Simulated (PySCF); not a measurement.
PySCF 2.14 output of an unrestricted PBE0 calculation on a single atom or ion in def2-QZVPPD, with no relativity, point nucleus:

```
SCF conv_tol = 1e-09
number electrons alpha = 10  beta = 9
    C. Adamo and V. Barone.,  J. Chem. Phys. 110, 6158 (1999)
    M. Ernzerhof and G. E. Scuseria.,  J. Chem. Phys. 110, 5029 (1999)
cycle= 1 E= -759.727991673859  delta_E= -0.00513  |g|= 0.0144  |ddm|= 0.117
cycle= 2 E= -759.728027712797  delta_E= -3.6e-05  |g|= 0.0027  |ddm|= 0.011
cycle= 3 E= -759.728029766151  delta_E= -2.05e-06  |g|= 0.000991  |ddm|= 0.0047
cycle= 4 E= -759.728030038527  delta_E= -2.72e-07  |g|= 8.39e-05  |ddm|= 0.00135
cycle= 5 E= -759.728030041352  delta_E= -2.82e-09  |g|= 7.06e-06  |ddm|= 7.17e-05
cycle= 6 E= -759.72803004137  delta_E= -1.82e-11  |g|= 4.14e-07  |ddm|= 9.8e-06
converged SCF energy = -759.72803004137  <S^2> = 0.75069808  2S+1 = 2.000698
```

The run itself started from symmetry-adapted Hartree-Fock orbitals and held the occupation by maximum overlap, on a logarithmic radial grid, so the iterations belong to that start.

Task: Which element, charge and spin multiplicity is this?

Result: Sc²⁺ (scandium, charge +2), multiplicity 2; the state was [Ar] 3d1, 2D determinant.
